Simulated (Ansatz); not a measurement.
`NCBO` and `CBO` differ in one atom or group.

Ansatz, PBE0-D4/def2-TZVP geometries, multiplicity 1. Each molecule was computed in one conformer, which needn't be the lowest.

```csv
property,`NCBO`
LUMO energy (B3LYP/def2-TZVPP) / eV,-0.05
HOMO–LUMO gap (B3LYP/def2-TZVPP) / eV,7.11
HOMO energy (B3LYP/def2-TZVPP) / eV,-7.17
HOMO–LUMO gap (ωB97M-V/def2-TZVPP) / eV,11.66
HOMO energy (PBE/def2-TZVPP) / eV,-5.93
HOMO–LUMO gap (PBE0/def2-TZVPP) / eV,7.62
```

(1) What does the change do to each property? (An estimate is asked.)

## Answers

(1) The calculation gave: 
```json
{"property": "LUMO energy (B3LYP/def2-TZVPP) / eV", "`CBO`": "-0.05", "shift": "0.00"}
{"property": "HOMO–LUMO gap (B3LYP/def2-TZVPP) / eV", "`CBO`": "8.33", "shift": "1.22"}
{"property": "HOMO energy (B3LYP/def2-TZVPP) / eV", "`CBO`": "-8.38", "shift": "-1.21"}
{"property": "HOMO–LUMO gap (ωB97M-V/def2-TZVPP) / eV", "`CBO`": "13.02", "shift": "1.36"}
{"property": "HOMO energy (PBE/def2-TZVPP) / eV", "`CBO`": "-7.09", "shift": "-1.16"}
{"property": "HOMO–LUMO gap (PBE0/def2-TZVPP) / eV", "`CBO`": "8.78", "shift": "1.16"}
```

B3LYP here is the variant with VWN-RPA as its local correlation; programs differ in this.
